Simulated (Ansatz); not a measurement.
Diatomic LiB-, multiplicity 4 (an upper state: multiplicity 2 came lower at CCSD(T)/def2-TZVPP on PBE0 minima).

Seven points along R, fitted to fifth degree in 1/R; most abundant isotopes. In def2 and cc sets the state is the lowest found near the PBE0 minimum, followed along R.

The values were computed with Ansatz (a first-principles code) with Gaussian orbitals. 

```json
[
 {"level": "PBE0/def2-TZVPP", "r_e (Å)": "2.255", "ω_e (cm⁻¹)": "432", "ω_e x_e (cm⁻¹)": "6.4", "B_e (cm⁻¹)": "0.774"},
 {"level": "wB97X-V/def2-TZVPP", "r_e (Å)": "2.264", "ω_e (cm⁻¹)": "431", "ω_e x_e (cm⁻¹)": "5.7", "B_e (cm⁻¹)": "0.767"},
 {"level": "CCSD/def2-TZVPP", "r_e (Å)": "2.265", "ω_e (cm⁻¹)": "430", "ω_e x_e (cm⁻¹)": "5.7", "B_e (cm⁻¹)": "0.767"},
 {"level": "CCSD(T)/def2-TZVPP", "r_e (Å)": "2.266", "ω_e (cm⁻¹)": "429", "ω_e x_e (cm⁻¹)": "5.6", "B_e (cm⁻¹)": "0.766"}
]
```

Correlated levels freeze the inner cores; with def2 sets outer-core shells near the valence are correlated too.
